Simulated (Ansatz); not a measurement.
Job for Ansatz (an electronic-structure program): R-r2SCAN/def2-TZVPPD on Cl2H4Si (a complex), monomers drawn apart or pushed together. Files ending in .json are basis or fitting sets from the Basis Set Exchange.

Ansatz 0.2 input:
```yaml
crystal:
  periodic: [false, false, false]
  atoms:
    - {symbol: Cl, position_ang: [0.18137012, 0.42715245, -0.08155604]}
    - {symbol: H, position_ang: [-0.08917065, -0.45574490, 0.81766539]}
    - {symbol: Si, position_ang: [0.06644263, 0.69242958, 3.58273868]}
    - {symbol: Cl, position_ang: [-0.38484068, -1.21686407, 2.88530840]}
    - {symbol: H, position_ang: [-0.02832189, 0.65304997, 5.05392863]}
    - {symbol: H, position_ang: [-0.91838958, 1.62738185, 3.01156674]}
    - {symbol: H, position_ang: [1.43468038, 1.02183082, 3.14706602]}
basis:
  gaussian:
    orbitals: def2-TZVPPD.json
hamiltonian:
  xc: {name: r2SCAN}
scf: {lower_state_search: off}
```

The head of its log:

```
Functional definition: r2SCAN
[...]
these checks for a lower state are left out or cut short: stability, starts, cluster_reference, orbital_swaps, neighbouring_geometries, increment
integrals: 0.16 GiB planned
1189 factors; their error is unknown
mean field: 0.98 GiB planned
mean field evaluation 1: about -32987.2818 eV, gradient 1.7e1 eV
mean field evaluation 2: about -32987.5985 eV, gradient 1.5e1 eV
```

### Question
Give the final energy of this run.

### Answer
-1212.2876 hartree.
